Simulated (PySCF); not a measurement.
Two species compared at the same levels of theory.

First species: GeH2MePh, C7H10Ge.
InChI=1S/C7H10Ge/c1-8-7-5-3-2-4-6-7/h2-6H,8H2,1H3

Second species: C₃H₉BrSi₂.
SMILES: `[SiH2](C[SiH2]Br)C=C`

Levels: B3LYP/def2-SVPD for HOMO energy, LUMO energy, HOMO–LUMO gap and static isotropic polarisability; TDDFT B3LYP/def2-SVPD for lowest singlet excitation; TDA B3LYP/def2-SVPD for lowest triplet excitation (Tamm–Dancoff). Geometries: PBE0-D3(BJ)/def2-SVP. Each species is one conformer at its optimised geometry, gas phase, non-relativistic unless stated. Electronic properties by PySCF.

Dipoles, sizes and rotational constants follow the conformer. The torsions of the flexible species, by atom-mapped SMILES:
- `[CH2:1]=[CH:2][SiH2:3][CH2:4][SiH2:5][Br:6]`: C1–C2–Si3–C4 -122°, C2–Si3–C4–Si5 -77°, Si3–C4–Si5–Br6 66°

Values for the first species:

```
HOMO energy                              : -7.05 eV
LUMO energy                              : -0.73 eV
HOMO–LUMO gap                            : 6.32 eV
Lowest singlet excitation                : 5.28 eV
Lowest triplet excitation (Tamm–Dancoff) : 4.09 eV
Static isotropic polarisability          : 113.4 au
```

(1) Estimate the same properties for the second species, and the change in each.

Results:

(1) 
```tsv
property	first	second	second less first
HOMO energy	-7.05 eV	-7.72 eV	-0.67 eV
LUMO energy	-0.73 eV	-0.81 eV	-0.08 eV
HOMO–LUMO gap	6.32 eV	6.91 eV	+0.59 eV
lowest singlet excitation	5.28 eV	6.40 eV	+1.12 eV
lowest triplet excitation (Tamm–Dancoff)	4.09 eV	4.27 eV	+0.18 eV
static isotropic polarisability	113.4 au	112.8 au	-0.6 au
```

On the first: The polarisability is 16.80 Å³ as a volume (1 au = 0.148185 Å³), or 1.35 au for each of the 84 electrons. The 15 singlets span 5.28 to 7.43 eV, and their oscillator strengths add up to 1.28. Relativistic effects, spin–orbit coupling among them, are left out although an element past zinc is present.

On the second: The principal polarisabilities are 90.0, 115.4 and 133.0 au; their mean is the isotropic value. In wavenumbers S1 is 51600 cm⁻¹ (1 eV = 8065.54 cm⁻¹). The calculation is non-relativistic and has no spin–orbit coupling, an omission that weighs most on bromine.
